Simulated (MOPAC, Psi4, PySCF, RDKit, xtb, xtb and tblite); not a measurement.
Two geometries of SMILES N#C[SiH2][SiH2][SeH] (CH₅NSeSi₂), singlet, relaxed at GFN2-xTB with one dihedral held; other torsions can differ between them too.

Structure A

```
10

N     -3.3339     3.4826     1.2201
C     -2.9643     2.7797     0.3933
Si    -2.2831     1.5521    -0.8388
Si    -0.9989     0.0500     0.3981
Se    -1.5510     0.0698     2.6255
H     -1.5158     2.3606    -1.7875
H     -3.4674     0.9953    -1.4953
H     -1.2084    -1.3461     0.0167
H      0.4367     0.3344     0.3122
H     -2.0108     1.4264     2.6828
```

Structure B

```
10

N      3.0654     1.0636     1.3897
C      2.3504     0.6189     0.6129
Si     1.1550    -0.1100    -0.6204
Si    -0.9485     0.0508     0.3580
Se    -2.3900     0.6569    -1.3372
H      1.6195    -1.4848    -0.8272
H      1.3471     0.6722    -1.8446
H     -1.4782    -1.2051     0.8957
H     -1.1045     1.0758     1.3912
H     -3.5677     0.6941    -0.5280
```

Problem. Which is lower in energy at the level DF-MP2 (frozen core)/cc-pVTZ // GFN2-xTB run with Psi4 1.11, and by how much?

Solution. A is lower, by 1.89 kcal/mol (dihedral C2–Si3–Si4–Se5: 20° in A, 140° in B).

E(B) − E(A) in kcal/mol at the other levels, on the same two geometries: GFN2-xTB (xtb and tblite) -0.18; PBE0/def2-TZVP // GFN2-xTB (Psi4) 1.36; PBE0-D3(BJ)/def2-TZVP // GFN2-xTB (Psi4) 1.83; PBE/def2-TZVP // GFN2-xTB (Psi4) 1.46; PBE-D3(BJ)/def2-TZVP // GFN2-xTB (Psi4) 1.94; HF/cc-pVTZ // GFN2-xTB (Psi4) 0.35; UFF // GFN2-xTB (RDKit) -0.82; PM3, restricted, heats of formation // GFN2-xTB (MOPAC) -0.49; AM1, restricted, heats of formation // GFN2-xTB (MOPAC) -0.83; GFN1-xTB // GFN2-xTB (xtb) 1.24; restricted B3LYP/6-31G*, spherical d, density fitting // GFN2-xTB (PySCF) 1.09; restricted LDA (SVWN5)/6-31G*, spherical d, density fitting // GFN2-xTB (PySCF) 2.34.
